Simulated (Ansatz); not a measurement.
Molecular dynamics of C2H8ClGa

input.yaml

```yaml
crystal:
  periodic: [false, false, false]
  atoms:
    - { symbol: Ga, position_ang: [0.185236, 0.005925, 0.101951] }
    - { symbol: H, position_ang: [1.388878, -0.521269, 1.186586] }
    - { symbol: C, position_ang: [0.594203, -0.533897, -1.733457] }
    - { symbol: C, position_ang: [-0.913729, 1.418242, 0.892879] }
    - { symbol: H, position_ang: [0.674132, -1.373922, 1.404897] }
    - { symbol: Cl, position_ang: [-0.574491, -2.180051, 1.292975] }
    - { symbol: H, position_ang: [1.299751, 0.16805, -2.18812] }
    - { symbol: H, position_ang: [-0.31247, -0.546144, -2.343909] }
    - { symbol: H, position_ang: [1.040085, -1.530212, -1.750729] }
    - { symbol: H, position_ang: [-1.077577, 1.228305, 1.95529] }
    - { symbol: H, position_ang: [-0.419373, 2.388604, 0.787301] }
    - { symbol: H, position_ang: [-1.884745, 1.476469, 0.394237] }
basis:
  gaussian: { orbitals: def2-SVP }
hamiltonian:
  xc: { name: BHLYP }
  dispersion: d4
md:
  timestep: 0.5
  n_steps: 200
  ensemble: nve
  temperature: 300.0
  initial_velocities: maxwell_boltzmann
  seed: 3057
```

Command:

```bash
$ ansatz run input.yaml --threads 2 --pin off --max-ram 3072MiB --backend cpu --events-out ev --progress --plain --runs-dir out
```

It starts at the highest image of a converged band, a first-order saddle point between two minima.

Output, in part (step lines, the closing report, with atoms numbered from 0):

```
md step     0: t =     0.00 fs  T =   300.0 K  F+E_penalty+E_count = -67090.82365564 eV  E_kin = 0.387780 eV  conserved = -67090.43587565 eV  (25 SCF iters)
[... lines left out ...]
Total energy: -67091.29551658 eV, -2465.5596341210 hartree
Atom 0 at    -0.146746    -0.117692    -0.000759 Å, force    -0.351001    -1.687854     1.132780 eV/Å
Atom 1 at     6.561275     1.064741     1.515473 Å, force    -0.718131    -0.191587    -0.485212 eV/Å
Atom 2 at     1.078610    -0.326685    -1.572791 Å, force    -0.881677     0.664643     0.322489 eV/Å
Atom 3 at    -0.525918     1.529910     1.024506 Å, force     0.281899    -0.032226    -1.879140 eV/Å
Atom 4 at     7.153135     1.221616     1.914774 Å, force     0.718109     0.191437     0.485121 eV/Å
Atom 5 at    -0.660180    -2.198904     1.338126 Å, force     0.521881     2.044290    -1.485173 eV/Å
Atom 6 at     2.012648     0.068977    -1.197395 Å, force     0.461586     0.338243     0.057733 eV/Å
Atom 7 at     0.825930     0.172489    -2.526111 Å, force    -0.104111    -0.055862     0.593595 eV/Å
Atom 8 at     1.239037    -1.360035    -1.753515 Å, force     0.084308    -1.160576    -0.265185 eV/Å
Atom 9 at     0.213225     1.469659     1.793781 Å, force     0.610393     0.176709     0.812186 eV/Å
Atom 10 at    -0.222820     2.302656     0.285077 Å, force    -0.216918    -0.079471     0.662474 eV/Å
Atom 11 at    -1.490171     1.763666     1.447117 Å, force    -0.406338    -0.207747     0.048331 eV/Å
Dipole moment:     0.221524     0.788834    -0.527516 e Å
```

The steps, from the saved trajectory:

| time (fs) | T (K) | potential energy less start (eV) | conserved less start (meV/atom) |
| --- | --- | --- | --- |
| 0 | 300 | 0.000 | 0.00 |
| 3 | 185 | 0.150 | 0.17 |
| 6 | 153 | 0.191 | 0.12 |
| 9 | 196 | 0.135 | 0.12 |
| 12 | 282 | 0.026 | 0.14 |
| 15 | 413 | -0.146 | 0.03 |
| 18 | 469 | -0.216 | 0.19 |
| 21 | 687 | -0.500 | 0.02 |
| 24 | 732 | -0.557 | 0.11 |
| 27 | 747 | -0.577 | 0.11 |
| 30 | 799 | -0.643 | 0.12 |
| 33 | 890 | -0.760 | 0.15 |
| 36 | 1004 | -0.910 | 0.02 |
| 39 | 1000 | -0.903 | 0.14 |
| 42 | 1113 | -1.050 | 0.03 |
| 45 | 1081 | -1.008 | 0.13 |
| 48 | 981 | -0.879 | 0.11 |
| 51 | 829 | -0.682 | 0.11 |
| 54 | 729 | -0.553 | 0.12 |
| 57 | 721 | -0.544 | 0.04 |
| 60 | 687 | -0.498 | 0.17 |
| 63 | 848 | -0.707 | 0.09 |
| 66 | 1021 | -0.930 | 0.10 |
| 69 | 1141 | -1.087 | 0.07 |
| 72 | 1166 | -1.118 | 0.08 |
| 75 | 1160 | -1.110 | 0.14 |
| 78 | 1191 | -1.151 | 0.07 |
| 81 | 1111 | -1.046 | 0.13 |
| 84 | 1063 | -0.985 | 0.08 |
| 87 | 1016 | -0.925 | 0.09 |
| 90 | 939 | -0.825 | 0.10 |
| 93 | 810 | -0.658 | 0.13 |
| 96 | 710 | -0.528 | 0.14 |
| 99 | 690 | -0.503 | 0.07 |

All steps were run. The conserved energy stayed within 0.2 meV per atom of its start (net change 0.13 meV per atom), so the integration is sound. The kinetic energy rose, since the run started high on the potential surface and went downhill. It ends in pieces (C2H6ClGa + H2), so much of that is their flight and rotation, not heat. A run of 0.1 ps of so small a system gives no equilibrium averages. The orbitals stay closed-shell, which can raise the energy where a bond breaks towards radicals; this wasn't checked here.

Between its relaxed ends the band would form Ga1–Cl6, H2–H5 and break Ga1–H2, H5–Cl6. These pairs go: Ga1–Cl6 2.60 → 2.53 Å, H2–H5 1.13 → 0.73 Å, Ga1–H2 1.70 → 6.98 Å, H5–Cl6 1.49 → 8.55 Å. In the last frame they stand as after the step (other bonds may differ from the relaxed reactants and products). It ends as C2H6ClGa + H2. Pairs count as bonded within 1.25 times the sum of covalent radii (0.12 Å more for H–H).

Last frame:

```xyz
12
Properties=species:S:1:pos:R:3
Ga -0.147 -0.118 -0.001
H 6.561 1.065 1.516
C 1.079 -0.327 -1.573
C -0.526 1.530 1.024
H 7.153 1.222 1.915
Cl -0.660 -2.199 1.338
H 2.013 0.069 -1.197
H 0.826 0.172 -2.526
H 1.239 -1.360 -1.754
H 0.213 1.470 1.794
H -0.223 2.303 0.285
H -1.490 1.764 1.447
```

The run took 9 min on 2 threads of Intel(R) Xeon(R) Platinum 8488C (Sapphire Rapids), with other jobs on the host, peak memory 0.31 GiB.
